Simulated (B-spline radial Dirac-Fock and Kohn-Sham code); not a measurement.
**The Au atom: differential elastic cross section for electrons at 24.6 keV**

Model: relativistic (Dirac) partial waves in the static field of the Dirac-Fock atom with Furness-McCarthy exchange, without polarisation or absorption potentials. Program: a radial B-spline solver.

```
θ (°)  dσ/dΩ (a₀²/sr)  Sherman function
    5            11.1             0.000
   10            1.43             0.000
   15           0.419            -0.002
   20           0.180            -0.004
   25          0.0899            -0.003
   30          0.0498             0.003
   35          0.0302             0.015
   40          0.0196             0.032
   45          0.0135             0.052
   50         0.00974             0.069
   55         0.00730             0.079
   60         0.00566             0.078
   65         0.00453             0.064
   70         0.00372             0.037
   75         0.00314            -0.002
   80         0.00271            -0.050
   85         0.00240            -0.102
   90         0.00216            -0.155
   95         0.00198            -0.204
  100         0.00185            -0.245
  105         0.00175            -0.277
  110         0.00168            -0.299
  115         0.00163            -0.310
  120         0.00160            -0.312
  125         0.00157            -0.305
  130         0.00156            -0.292
  135         0.00155            -0.273
  140         0.00155            -0.250
  145         0.00155            -0.223
  150         0.00155            -0.194
  155         0.00155            -0.163
  160         0.00155            -0.132
  165         0.00155            -0.099
  170         0.00156            -0.066
  175         0.00156            -0.033
```

The total elastic cross section is 1.73 a₀², the first transport cross section 0.0435 a₀² and the second, weighted with (3/2) sin²θ, 0.0817 a₀². The mean deflection is ⟨1 − cos θ⟩ = 0.0251, and 0.61 % of the collisions scatter beyond 90°.

On this grid of angles the cross section has a minimum near 145°.

Phase shifts modulo π (rad) for κ = −1 to −5: -0.698, 0.976, 0.077, -0.531, -0.965.

Values without a named source are computed, but for edge energies of neutral atoms, which are taken from tables.
